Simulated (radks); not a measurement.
Isoelectronic series with 16 electrons, each ion in its NIST ground configuration. Method: scalar-relativistic Kohn-Sham, SCAN, spin-polarised, spherical densities, finite nucleus; open shells are filled with parallel spins first (spin-orbit coupling, left out, can overturn this in heavy ions); meta-GGA in the generalised Kohn-Sham scheme; Fermi nuclear charge, rms radius of each element as measured or else 0.836 A^(1/3) + 0.57 fm; computed with a radial shooting solver on a logarithmic mesh with Libxc functionals. Total energies (hartree) and mean radii <r> (bohr):

| ion | configuration | E (hartree) | 3p down | 3p up | 3s down |
|---|---|---|---|---|---|
| S | [Ne] 3s2 3p4 | -399.27744 | 2.121 | 2.027 | 1.720 |
| Sc5+ | [Ne] 3s2 3p4 | -756.63346 | 1.060 | 1.050 | 1.016 |
| Fe10+ | [Ne] 3s2 3p4 | -1234.03947 | 0.7317 | 0.7275 | 0.7270 |
| Ga15+ | [Ne] 3s2 3p4 | -1833.03731 | 0.5611 | 0.5587 | 0.5670 |
| Kr20+ | [Ne] 3s2 3p4 | -2555.83438 | 0.4553 | 0.4538 | 0.4644 |
| Nb25+ | [Ne] 3s2 3p4 | -3405.20391 | 0.3829 | 0.3819 | 0.3926 |
| Pd30+ | [Ne] 3s2 3p4 | -4384.50778 | 0.3302 | 0.3294 | 0.3394 |
| Sb35+ | [Ne] 3s2 3p4 | -5497.76581 | 0.2899 | 0.2893 | 0.2982 |
| Ba40+ | [Ne] 3s2 3p4 | -6749.7309 | 0.2581 | 0.2576 | 0.2654 |
| Pm45+ | [Ne] 3s2 3p4 | -8146.0200 | 0.2323 | 0.2319 | 0.2385 |
| Dy50+ | [Ne] 3s2 3p4 | -9693.1926 | 0.2109 | 0.2107 | 0.2159 |
